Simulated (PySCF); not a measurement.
How methods differ on the excitation energy of O²⁺

O²⁺ [He] 2s2 2p2 (3P) → O²⁺ [He] 2s1 2p2 3s1 (5P), as a difference of total energies. All numbers are calculated (PySCF 2.14, the spin-free X2C one-electron Hamiltonian (Gaussian nucleus), in aug-cc-pVDZ-DK). Correlated levels: valence: 1s2 frozen. The calculations carry no spin-orbit coupling.

| method | excitation energy (eV) |
| --- | --- |
| UHF | 40.215 |
| LDA | 42.006 |
| PBE | 41.979 |
| PBE0 | 41.949 |
| r2SCAN | 41.665 |
| BLYP | 42.728 |
| HSE06 | 41.941 |
| wB97X | 41.928 |
| ROHF | 40.060 |
| MP2 (valence) | 41.449 |
| SCS-MP2 (valence) | 41.767 |

Problem. How much does correlation contribute at MP2 (valence)?

Solution. 41.449 − (40.215) = 1.234 eV, measured against UHF.

The promoted electron is Rydberg-like, and one or two diffuse shells describe it only roughly, which tends to raise the upper state.
